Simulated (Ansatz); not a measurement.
Relaxation of ClH₇HfN₂O₂ (13 atoms, charge 0, multiplicity 1), to a largest force component of 0.03 eV/Å in at most 50 steps.

Level of theory: Ansatz, RKS PBE-D4/def2-SVP.

```xyz
13
Properties=species:S:1:pos:R:3:forces:R:3
Hf -0.086 -0.246 0.051 0.00 0.03 0.89
Cl -0.149 -0.401 2.539 0.01 0.01 -0.81
O 1.696 -0.494 -0.652 -0.02 0.01 0.00
H 2.533 -0.403 -1.125 0.02 0.00 0.00
O -1.121 1.276 -0.539 0.01 -0.03 -0.02
H -1.605 1.994 -0.964 0.00 0.01 0.00
N -1.087 -1.862 -0.646 -0.03 -0.02 -0.02
H -2.107 -1.937 -0.740 0.01 0.00 0.00
H -0.665 -2.750 -0.937 0.00 0.01 0.01
N 1.536 2.445 1.370 -0.22 -0.38 0.29
H 2.234 1.939 0.813 0.00 0.00 0.00
H 0.775 2.731 0.741 0.00 0.00 0.01
H 1.137 1.773 2.062 0.21 0.35 -0.34
```

Q: Where does it end, and by what steps?

A: The run converged. The force dipped under the threshold on the way, but the program's further checks kept it going. After 10 steps the energy has fallen by 0.048 eV; H11 moved furthest, 0.23 Å.

| step | energy less start (eV) | largest force component (eV/Å) | accepted |
| --- | --- | --- | --- |
| 0 | 0.0000 | 0.887 | yes |
| 1 | -0.0240 | 0.663 | yes |
| 2 | -0.0419 | 0.274 | yes |
| 3 | -0.0386 | 0.337 | no |
| 4 | -0.0427 | 0.138 | yes |
| 5 | -0.0464 | 0.111 | yes |
| 6 | -0.0474 | 0.023 | yes |
| 7 | -0.0475 | 0.065 | yes |
| 8 | -0.0481 | 0.043 | yes |
| 9 | -0.0482 | 0.049 | yes |
| 10 | -0.0484 | 0.019 | yes |

```xyz
13
Properties=species:S:1:pos:R:3
Hf -0.067 -0.199 0.116
Cl -0.168 -0.480 2.512
O 1.731 -0.435 -0.564
H 2.582 -0.456 -1.019
O -1.145 1.303 -0.465
H -1.619 2.031 -0.884
N -1.049 -1.797 -0.652
H -2.061 -1.859 -0.808
H -0.623 -2.696 -0.901
N 1.503 2.373 1.243
H 2.130 1.812 0.655
H 0.684 2.661 0.696
H 1.195 1.809 2.044
```

Whether the end is a true minimum wasn't checked by a vibrational analysis.

Run time: 43 s on 4 threads of Arm Neoverse N1 (shared host), peak memory 0.21 GiB.
